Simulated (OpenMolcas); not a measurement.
Ne2+: effect of the level shift or regulariser

- Program: OpenMolcas 26.06
- Basis: ANO-L-VTZP [4s3p2d1f]
- Scalar Hamiltonian: non-relativistic, point nucleus
- Active space: 6 electrons in 4 orbitals (2s 2p)
- State averaging: 2S+1 = 3 even, 3 roots; 2S+1 = 1 even, 6 roots; 2S+1 = 3 odd, 3 roots; 2S+1 = 1 odd, 3 roots
- Spin-orbit coupling: RASSI with atomic mean-field integrals over the reference wave functions, term energies averaged over their components

Methods on the same reference wave functions:
A. CASSCF
B. SS-CASPT2, IPEA 0.25 Eh, imaginary shift 0.1 Eh (closed shells correlated: 1s)
C. SS-CASPT2, IPEA 0.25 Eh, sigma2 regulariser 0.3 Eh (closed shells correlated: 1s)

Energies in cm⁻¹ above 2s² 2p⁴ ³P₂, the measured ground level; measured values from Moore, Atomic Energy Levels, vol. I, NSRDS-NBS 35 (1971 reprint of NBS Circular 467, 1949).

```csv
Level,A,B,C,Measured
2s² 2p⁴ ³P₂,0.0,0.0,0.0,0.0
2s² 2p⁴ ³P₁,591,592,592,650
2s² 2p⁴ ³P₀,871,872,872,927
2s² 2p⁴ ¹D₂,27927,26350,26350,25841
2s² 2p⁴ ¹S₀,52876,55980,55980,55747
2s 2p⁵ ³P°₂,213960,205020,205020,
2s 2p⁵ ³P°₁,214531,205590,205590,204879
2s 2p⁵ ³P°₀,214820,205880,205880,205204
2s 2p⁵ ¹P°₁,312410,293710,293710,
```

Deviations, from unrounded energies. A percentage is the sum of absolute deviations over the sum of measured energies, with the sign that they share, or ± where signs differ.

```csv
Against measurement,Levels,A,B,C
mean absolute deviation (cm-1),6,4100,380,380
fine structure of the ground term (%),2,-7.3,-7.2,-7.2
other terms of the ground configuration (%),2,±6.1,+0.9,+0.9
other configurations (%),2,+4.7,+0.3,+0.3
```

B, C lie about equally close to measurement and A furthest from it. The largest miss of C in the table is 2s 2p⁵ ³P°₁, by +710 cm-1. The ranking rests on the paired levels alone, and a cruder setting can come out closer through cancelling errors.

Between B and C no level of the table moves by more than 5 cm-1.

The two smallest mean deviations differ by little beside CASPT2's spread within terms, so their order carries little weight.

From A to B the spin-free energies of the other terms of 2s² 2p⁴ shown, above ³P, scale by factors of 0.94 to 1.06.

The lowest spin-free term lies below A's lowest term by 0.170 hartree in B, 0.170 hartree in C.

CASPT2 breaks the degeneracy within a term, and the mean is taken; among the terms shown or strongly mixed into the levels shown the widest spread is 72 cm-1 (2s² 2p⁴ ¹D, C). Measured partners are found by configuration, term and J. A level has none where our copy of the source lacks it or the pairing is in doubt (some pairs that miss far off the trend of their configuration count as doubtful), and it then counts in no deviation. Only configurations of the active space appear.

° marks odd parity.
